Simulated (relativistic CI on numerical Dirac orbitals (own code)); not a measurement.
Spin-allowed bands of a d3 ion in a tetrahedral site, by hand

Problem. Take Δ = 6350 cm⁻¹ and B = 870 cm⁻¹ for a d3 ion in a tetrahedral site. Calculate the three spin-allowed bands.

Working.
1. The terms of highest spin are 4F (energy 0) and 4P (15B = 13050 cm⁻¹). Here the F term splits into A2 at +1.2Δ = 7620, T2 at +0.2Δ = 1270 and T1 at −0.6Δ = -3810 cm⁻¹.
2. The two T1 states mix through the element 0.4Δ: H = [[-3810, 2540], [2540, 13050]], with roots ½(H₁₁ + H₂₂) ∓ ½√[(H₂₂ − H₁₁)² + 4H₁₂²] = ½(9240) ∓ ½(17609) = -4184 and 13424 cm⁻¹.
3. The ground term is 4T1 at -4184 cm⁻¹.
4. Bands: 4T2 5454 cm⁻¹ (1833 nm), 4A2 11804 cm⁻¹ (847 nm), 4T1(P) 17609 cm⁻¹ (568 nm).

Check. Exact diagonalisation of the whole d3 shell with these parameters gives 4T2 5454, 4A2 11804, 4T1 17609 cm⁻¹. The match is exact, since without spin-orbit coupling no other term has this spin. The ratio of the second band to the first, 2.164, depends on Δ/B = 7.3 alone, which is how a Tanabe-Sugano diagram is read.
